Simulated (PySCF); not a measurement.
H7NO2Si2, SMILES N[Si](O)(O)[SiH3]. The structure is a stationary point at r2SCAN-D4/def2-SVP. This is a generated structure with no PubChem entry under its InChIKey; it may be hypothetical. The values are those of a single conformer.

### Question
Give the equilibrium geometry at r2SCAN-D4/def2-SVP (PySCF confirms it by a frequency run) as Cartesian coordinates in Å, and its point group. (The exact figures need the calculation; the answer reports its results.)

### Answer
Several could match; the one computed here: point group Cs.
```xyz
12

N      1.3672     1.3981     0.0000
Si     0.4136    -0.0509     0.0000
O      0.7843    -0.8588    -1.4088
O      0.7843    -0.8588     1.4088
Si    -1.9126     0.1337     0.0000
H      1.3729     1.9837     0.8314
H      1.3729     1.9837    -0.8314
H      1.7221    -0.8844    -1.6398
H      1.7221    -0.8844     1.6398
H     -2.3631     0.8959    -1.2077
H     -2.5966    -1.1958     0.0000
H     -2.3631     0.8959     1.2077
```
